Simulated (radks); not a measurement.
Valence configurations of Ho II (all share [Xe]). All-electron calculation, Dirac Kohn-Sham, PBEsol, spin-unpolarised, spherical densities, finite nucleus; open shells are shared between the two j in proportion to 2j + 1; Fermi nuclear charge, rms radius 5.2022 fm. Program: a radial shooting solver on a logarithmic mesh with Libxc functionals. Energies are relative to 4f11 6s1; eigenvalues in eV.

[
 {"valence": "4f11 6s1", "E (eV)": "0.000", "e(4f5/2)": "-10.246", "e(4f7/2)": "-9.267", "e(5d3/2)": "-", "e(5d5/2)": "-", "e(6p1/2)": "-"},
 {"valence": "4f10.5 6s1.5", "E (eV)": "1.144", "e(4f5/2)": "-14.279", "e(4f7/2)": "-13.267", "e(5d3/2)": "-", "e(5d5/2)": "-", "e(6p1/2)": "-"},
 {"valence": "4f11 5d1", "E (eV)": "2.296", "e(4f5/2)": "-8.623", "e(4f7/2)": "-7.646", "e(5d3/2)": "-5.862", "e(5d5/2)": "-5.619", "e(6p1/2)": "-"},
 {"valence": "4f11 6p1", "E (eV)": "3.503", "e(4f5/2)": "-11.618", "e(4f7/2)": "-10.639", "e(5d3/2)": "-", "e(5d5/2)": "-", "e(6p1/2)": "-6.446"},
 {"valence": "4f10 6s2", "E (eV)": "3.995", "e(4f5/2)": "-18.754", "e(4f7/2)": "-17.709", "e(5d3/2)": "-", "e(5d5/2)": "-", "e(6p1/2)": "-"},
 {"valence": "4f10 5d1 6s1", "E (eV)": "5.195", "e(4f5/2)": "-16.479", "e(4f7/2)": "-15.435", "e(5d3/2)": "-8.441", "e(5d5/2)": "-8.089", "e(6p1/2)": "-"},
 {"valence": "4f10 6s1 6p1", "E (eV)": "8.141", "e(4f5/2)": "-20.103", "e(4f7/2)": "-19.056", "e(5d3/2)": "-", "e(5d5/2)": "-", "e(6p1/2)": "-7.488"},
 {"valence": "4f9.5 5d1 6s1.5", "E (eV)": "9.230", "e(4f5/2)": "-21.067", "e(4f7/2)": "-19.989", "e(5d3/2)": "-9.914", "e(5d5/2)": "-9.501", "e(6p1/2)": "-"},
 {"valence": "4f9 5d2 6s1", "E (eV)": "15.589", "e(4f5/2)": "-23.498", "e(4f7/2)": "-22.389", "e(5d3/2)": "-9.861", "e(5d5/2)": "-9.428", "e(6p1/2)": "-"},
 {"valence": "4f9 5d2.5 6s0.5", "E (eV)": "15.980", "e(4f5/2)": "-22.342", "e(4f7/2)": "-21.234", "e(5d3/2)": "-9.104", "e(5d5/2)": "-8.692", "e(6p1/2)": "-"}
]

NIST lists [Xe] 4f11 6s1 as the ground configuration; this level of theory agrees among the configurations tried. The energies are those of spherical spin-averaged densities, not of single terms.
